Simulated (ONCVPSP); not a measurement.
## Cutoff test, silver (Ag), ONCV

Ag (Z = 47), optimised norm-conserving Vanderbilt (ONCV), made with ONCVPSP 4.0.1 (PBE, scalar-relativistic). Core [Ar] 3d10, reference 4s2 4p6 4d10 5s1. Waves: 4s+5s: rc 1.25 bohr, ncon 3, nbas 6, qcut 8.8 1/bohr, 2 projectors; 4p: rc 1.40 bohr, ncon 4, nbas 7, qcut 9.4 1/bohr, 1 projector; 4d: rc 1.80 bohr, ncon 3, nbas 8, qcut 9.6 1/bohr, 3 projectors, debl 3.8 Ha. Local part: polynomial inside 1.15 bohr (lpopt 4, dvloc0 0 Ha). Core correction: Teter function, fcfact 3, rcfact 1.4.

For each optimised wave give the share of its norm inside rc, the residual kinetic energy above qcut (Ha) and the cutoffs (Ha) for errors of 10, 1, 0.1 and 0.01 mHa per electron.

| wave | norm inside rc | residual KE | 10 mHa | 1 mHa | 0.1 mHa | 0.01 mHa |
| --- | --- | --- | --- | --- | --- | --- |
| 4s | 0.865 | 3.4e-05 | 25.0 | 31.0 | 35.8 | 70.4 |
| 5s | 0.030 | 8.8e-06 | 18.5 | 27.1 | 33.2 | 38.8 |
| 4p | 0.869 | 3.3e-06 | 14.1 | 28.1 | 36.0 | 41.6 |
| 4d | 0.776 | 1.1e-08 | 22.6 | 28.6 | 33.3 | 37.5 |
| d projector 2 | 0.114 | 8.8e-08 | 23.1 | 29.8 | 35.1 | 39.4 |
| d projector 3 | 0.097 | 1.7e-06 | 27.9 | 33.9 | 39.1 | 43.1 |

The occupied waves need 31 Ha and 36 Ha for 1 and 0.1 mHa.
